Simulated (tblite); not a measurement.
Species: C4H11BO2Si3.
Atom-mapped SMILES: `[SiH3:1][SiH2:2][O:3][SiH2:4][BH:5][c:6]1[cH:7][cH:8][cH:9][o:10]1` (hydrogens: H11, H12, H13 on Si1; H14, H15 on Si2; H16, H17 on Si4; H18 on B5; H19 on C7; H20 on C8; H21 on C9)

Computed with GFN2-xTB (tblite), gas phase: L-BFGS steps from a force-field or distance-geometry start until the largest atomic force falls under 0.01 eV/Å.

Step 56: E = -783.6329 eV
```
atom  x, y, z in Å  |  force x, y, z in eV/Å
Si1    -2.2038    0.6961    2.2443   -0.004  -0.022   0.033
Si2    -1.9731    2.2101    0.5274   -0.029  -0.013  -0.007
O3     -1.1244    1.5065   -0.6604    0.015  -0.025   0.016
Si4    -0.9626    0.5320   -1.9646   -0.045  -0.022   0.019
B5      0.8760   -0.1121   -2.1235   -0.018   0.014  -0.025
C6      1.6216   -0.8318   -1.0126   -0.003  -0.004  -0.023
C7      1.3478   -1.0461    0.3314   -0.013  -0.007  -0.013
C8      2.3963   -1.8158    0.8574    0.003   0.006  -0.002
C9      3.2492   -2.0365   -0.1921    0.017   0.013   0.014
O10     2.8079   -1.4551   -1.2968    0.032   0.005  -0.004
H11    -3.3821    0.9744    3.0768    0.038   0.007  -0.012
H12    -2.3373   -0.7166    1.8505    0.018   0.036  -0.020
H13    -1.0542    0.7192    3.1643   -0.020  -0.023   0.012
H14    -1.1508    3.3840    0.8399    0.002   0.027   0.010
H15    -3.2508    2.6777   -0.0298    0.023   0.003   0.007
H16    -1.9752   -0.5358   -1.7828    0.016   0.005  -0.010
H17    -1.5086    1.3410   -3.0690    0.002   0.020  -0.017
H18     1.4384   -0.0504   -3.1516   -0.009  -0.016  -0.023
H19     0.4903   -0.6791    0.8592   -0.018   0.006   0.005
H20     2.5151   -2.1629    1.8638   -0.016  -0.001  -0.004
H21     4.1714   -2.5823   -0.2596    0.009  -0.010   0.045
```

Step 57: E = -783.6336 eV
```
atom  x, y, z in Å  |  force x, y, z in eV/Å
Si1    -2.2026    0.6965    2.2463   -0.009  -0.041   0.046
Si2    -1.9688    2.2091    0.5286   -0.022  -0.033  -0.008
O3     -1.1237    1.5009   -0.6592    0.013  -0.025   0.010
Si4    -0.9631    0.5311   -1.9676   -0.036  -0.021   0.025
B5      0.8756   -0.1153   -2.1278   -0.030   0.029  -0.028
C6      1.6195   -0.8331   -1.0145    0.003  -0.003  -0.038
C7      1.3433   -1.0488    0.3287   -0.014   0.027  -0.021
C8      2.3936   -1.8129    0.8581   -0.014   0.006  -0.005
C9      3.2488   -2.0310   -0.1898    0.026   0.002   0.022
O10     2.8087   -1.4518   -1.2958    0.034  -0.008  -0.003
H11    -3.3826    0.9746    3.0783    0.056   0.007  -0.021
H12    -2.3372   -0.7173    1.8540    0.017   0.049  -0.020
H13    -1.0519    0.7157    3.1657   -0.030  -0.018   0.009
H14    -1.1424    3.3802    0.8388    0.003   0.034   0.010
H15    -3.2473    2.6767   -0.0253    0.018   0.011   0.000
H16    -1.9766   -0.5360   -1.7882    0.014   0.004  -0.010
H17    -1.5091    1.3448   -3.0687    0.004   0.019  -0.015
H18     1.4399   -0.0522   -3.1555   -0.017  -0.020  -0.007
H19     0.4854   -0.6804    0.8535   -0.040   0.003   0.020
H20     2.5109   -2.1583    1.8649   -0.012  -0.007   0.003
H21     4.1708   -2.5760   -0.2522    0.036  -0.015   0.031
```

Step 58: E = -783.6347 eV
```
atom  x, y, z in Å  |  force x, y, z in eV/Å
Si1    -2.2004    0.6959    2.2503   -0.006  -0.050   0.043
Si2    -1.9614    2.2053    0.5301   -0.003  -0.049   0.003
O3     -1.1212    1.4915   -0.6580    0.008  -0.026   0.004
Si4    -0.9649    0.5291   -1.9730   -0.014  -0.008   0.019
B5      0.8739   -0.1201   -2.1352   -0.034   0.038  -0.023
C6      1.6153   -0.8354   -1.0182    0.013  -0.001  -0.050
C7      1.3350   -1.0524    0.3240   -0.012   0.068  -0.031
C8      2.3885   -1.8075    0.8591   -0.038   0.008  -0.009
C9      3.2481   -2.0217   -0.1854    0.030  -0.010   0.031
O10     2.8099   -1.4467   -1.2941    0.028  -0.023   0.004
H11    -3.3820    0.9764    3.0798    0.066   0.008  -0.021
H12    -2.3368   -0.7187    1.8611    0.013   0.049  -0.024
H13    -1.0482    0.7104    3.1680   -0.035  -0.011   0.014
H14    -1.1284    3.3721    0.8392    0.000   0.035   0.007
H15    -3.2396    2.6756   -0.0189    0.004   0.022  -0.012
H16    -1.9795   -0.5361   -1.7978    0.000  -0.005  -0.009
H17    -1.5096    1.3511   -3.0696    0.008   0.012  -0.006
H18     1.4420   -0.0540   -3.1615   -0.029  -0.024   0.012
H19     0.4755   -0.6828    0.8447   -0.056  -0.007   0.029
H20     2.5040   -2.1500    1.8669   -0.010  -0.011   0.006
H21     4.1709   -2.5651   -0.2396    0.065  -0.015   0.012
```

Step 59: E = -783.6361 eV
```
atom  x, y, z in Å  |  force x, y, z in eV/Å
Si1    -2.1969    0.6936    2.2564    0.007  -0.042   0.022
Si2    -1.9502    2.1980    0.5325    0.024  -0.053   0.021
O3     -1.1172    1.4779   -0.6569    0.001  -0.025   0.001
Si4    -0.9680    0.5260   -1.9809    0.014   0.012   0.003
B5      0.8706   -0.1262   -2.1459   -0.025   0.038  -0.005
C6      1.6091   -0.8389   -1.0243    0.028   0.001  -0.049
C7      1.3226   -1.0560    0.3170   -0.001   0.100  -0.036
C8      2.3803   -1.7994    0.8607   -0.059   0.013  -0.015
C9      3.2475   -2.0085   -0.1784    0.025  -0.021   0.038
O10     2.8115   -1.4401   -1.2915    0.014  -0.037   0.015
H11    -3.3796    0.9804    3.0809    0.061   0.010  -0.008
H12    -2.3359   -0.7209    1.8721    0.005   0.029  -0.032
H13    -1.0435    0.7030    3.1717   -0.033  -0.003   0.028
H14    -1.1085    3.3594    0.8421   -0.009   0.025   0.000
H15    -3.2269    2.6743   -0.0111   -0.013   0.033  -0.025
H16    -1.9843   -0.5360   -1.8121   -0.020  -0.019  -0.007
H17    -1.5097    1.3597   -3.0716    0.013   0.001   0.010
H18     1.4442   -0.0559   -3.1696   -0.041  -0.027   0.026
H19     0.4597   -0.6870    0.8329   -0.057  -0.023   0.023
H20     2.4942   -2.1378    1.8702   -0.015  -0.009   0.001
H21     4.1722   -2.5490   -0.2217    0.080  -0.004  -0.008
```

Question: Estimate the geometry and energy of step 60. (The exact step hangs on the optimiser's Hessian estimate; all steps are aligned on step 59, rigid shifts and turns removed.)

Answer: E = -783.6376 eV, largest force 0.115 eV/Å
```
atom  x, y, z in Å  |  force x, y, z in eV/Å
Si1    -2.1922    0.6899    2.2635    0.026  -0.019  -0.011
Si2    -1.9368    2.1885    0.5357    0.043  -0.041   0.037
O3     -1.1121    1.4622   -0.6554   -0.001  -0.022   0.000
Si4    -0.9711    0.5229   -1.9894    0.035   0.029  -0.015
B5      0.8663   -0.1328   -2.1585   -0.004   0.026   0.022
C6      1.6021   -0.8433   -1.0325    0.044   0.007  -0.029
C7      1.3080   -1.0587    0.3080    0.016   0.110  -0.029
C8      2.3696   -1.7896    0.8621   -0.062   0.018  -0.018
C9      3.2470   -1.9934   -0.1696    0.006  -0.030   0.037
O10     2.8136   -1.4334   -1.2884   -0.005  -0.047   0.024
H11    -3.3752    0.9861    3.0811    0.043   0.012   0.015
H12    -2.3347   -0.7233    1.8840   -0.005  -0.008  -0.043
H13    -1.0385    0.6946    3.1763   -0.022   0.004   0.049
H14    -1.0870    3.3452    0.8468   -0.020   0.009  -0.010
H15    -3.2111    2.6720   -0.0043   -0.025   0.042  -0.032
H16    -1.9903   -0.5354   -1.8273   -0.037  -0.031  -0.007
H17    -1.5094    1.3697   -3.0732    0.016  -0.010   0.025
H18     1.4454   -0.0586   -3.1788   -0.049  -0.028   0.026
H19     0.4402   -0.6924    0.8192   -0.042  -0.039   0.001
H20     2.4822   -2.1233    1.8739   -0.027  -0.002  -0.015
H21     4.1751   -2.5299   -0.2011    0.071   0.019  -0.024
```

The energy changes by -0.0016 eV. The first-order estimate −F·Δx gives -0.0021 eV and the mean of the old and new forces, exact on a quadratic surface, -0.0015 eV. The step makes an angle of 83° with the force vector and moves no atom by more than 0.028 Å.

The cost below is that of the whole relaxation. Time: 1.6 s wall. Hardware: Arm Neoverse V1, one thread, on a shared host.
